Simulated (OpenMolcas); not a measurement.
Levels of Cr3+ by method

```
Program             : OpenMolcas 26.06
Basis               : ANO-RCC-VTZP [6s5p3d2f1g]
Scalar Hamiltonian  : DKH2, point nucleus
Active space        : 3 electrons in 5 orbitals (3d)
State averaging     : 2S+1 = 4 even, 10 roots; 2S+1 = 2 even, 40 roots
Spin-orbit coupling : RASSI with atomic mean-field integrals over the reference wave functions, term energies averaged over their components
```

Methods on the same reference wave functions:
A. CASSCF
B. SS-CASPT2, IPEA 0.25 Eh, imaginary shift 0.1 Eh (closed shells correlated: 3s 3p)
C. MS-CASPT2, IPEA 0.25 Eh, imaginary shift 0.1 Eh (closed shells correlated: 3s 3p)
D. XMS-CASPT2, IPEA 0.25 Eh, imaginary shift 0.1 Eh (closed shells correlated: 3s 3p)

Energies in cm-1 above 3d3 4F 3/2, the measured ground level; measured values from Sugar and Corliss, J. Phys. Chem. Ref. Data 6, 317 (1977).

| Level | A | B | C | D | Measured |
| --- | --- | --- | --- | --- | --- |
| 3d3 4F 3/2 | 0.0 | 0.0 | 0.0 | 0.0 | 0.0 |
| 3d3 4F 5/2 | 245 | 247 | 247 | 246 | 236 |
| 3d3 4F 7/2 | 580 | 583 | 583 | 583 | 556 |
| 3d3 4F 9/2 | 1000 | 1001 | 1001 | 1002 | 946 |
| 3d3 4P 1/2 | 17843 | 14610 | 14610 | 14340 | 14059 |
| 3d3 4P 3/2 | 17953 | 14720 | 14710 | 14450 | 14177 |
| 3d3 2G 7/2 | 18172 | 15110 | 15110 | 16000 | 15052 |
| 3d3 4P 5/2 | 18235 | 15000 | 15000 | 14730 | 14471 |
| 3d3 2G 9/2 | 18523 | 15470 | 15470 | 16350 | 15402 |
| 3d3 2P 1/2 | 23973 | 20940 | 19740 | 20570 | 19519 |
| 3d3 2H 9/2 | 24009 | 21140 | 21470 | 22230 | 21066 |
| 3d3 2P 3/2 [70 %] | 24108 | 21610 | 19730 | 20530 |  |
| 3d3 2H 11/2 | 24279 | 21410 | 21740 | 22500 | 21321 |
| 3d3 2D 3/2(1) [70 %] | 26125 | 20370 | 21050 | 21800 | 20650 |
| 3d3 2D 5/2(1) | 26370 | 21150 | 21150 | 21880 | 20664 |
| 3d3 2F 7/2 | 41344 | 35200 | 35200 | 36180 | 34363 |
| 3d3 2F 5/2 | 41497 | 35350 | 35350 | 36330 | 34556 |
| 3d3 2D 5/2(2) | 64589 | 55160 | 55160 | 55550 | 52975 |
| 3d3 2D 3/2(2) | 64771 | 55340 | 55350 | 55740 | 53142 |

Deviations, from unrounded energies. A percentage is the sum of absolute deviations over the sum of measured energies, with the sign that they share, or ± where signs differ.

```csv
Against measurement,Levels,A,B,C,D
mean absolute deviation (cm-1),17,4500,600,570,1000
fine structure of the ground term (%),3,+5.1,+5.4,+5.4,+5.4
other terms of the ground configuration (%),14,+21.7,±2.9,+2.8,+4.9
```

B, C lie about equally close to measurement and A furthest from it. The largest miss of C in the table is 3d3 2D 3/2(2), by +2200 cm-1. The ranking rests on the paired levels alone, and a cruder setting can come out closer through cancelling errors.

Among B to D the level of the table that moves most is 3d3 2P 3/2 [70 %], by 1900 cm-1 (lowest in C, highest in B). Moves below CASPT2's spread within the term are not significant.

The mean deviations of B to D differ by less than CASPT2's widest spread within a term (1500 cm-1), so their order carries little weight.

From A to B the spin-free energies of the other terms of 3d3 shown, above 4F, scale by factors of 0.80 to 0.88, as is usual when dynamic correlation screens the repulsion within a d or f shell.

The lowest spin-free term lies below A's lowest term by 0.336 hartree in B, 0.336 hartree in C, 0.341 hartree in D.

CASPT2 breaks the degeneracy within a term, and the mean is taken; among the terms shown or strongly mixed into the levels shown the widest spread is 1500 cm-1 (3d3 4F, D). The CASPT2 spread within a term exceeds the gap to the next term for 3d3 2D(1) and 3d3 2P, 3d3 2P and 3d3 2H, so the order of their levels is uncertain, and so are names and mixing where such terms share a J (figures for B; the like holds for D). Without dynamic correlation excited terms often stand tens of per cent too high (terms of higher spin than the ground term too low), and those without a measured partner can miss by more than the paired ones (holds for A). Computed and measured levels are paired by configuration, term and J; levels that our copy of the source lacks, or whose pairing is in doubt (as where it misses far off the trend of its configuration), stay unpaired and out of the deviations. Only configurations of the active space appear.

A share in square brackets marks a mixed level and gives the weight of the term that names it, the lowest over the columns. A number in round brackets counts repeated terms of one configuration in the order of the reference energies.
